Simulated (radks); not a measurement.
Problem. Spherical jellium clusters: N electrons in a uniform positive sphere of charge N and radius rs N^(1/3), rs = 2.48 bohr. Calculated with a radial shooting solver with Libxc functionals: non-relativistic Kohn-Sham, exchange-only LDA, spin-polarised, spherical densities. Levels are named by radial order and angular momentum (1s, 1p, 1d, 2s, ...), and open shells are averaged over m. At N = 14 the configuration is 1s2 1p6 1d(up 5, down 0) 2s(up 1, down 0). The background grows by one charge. Does electron 15 go into 1d down or 2s down or 2p up?

Solution. Into 1d down. The total energies of the other choices lie higher by 0.489 eV (2s down), 1.46 eV (2p up).
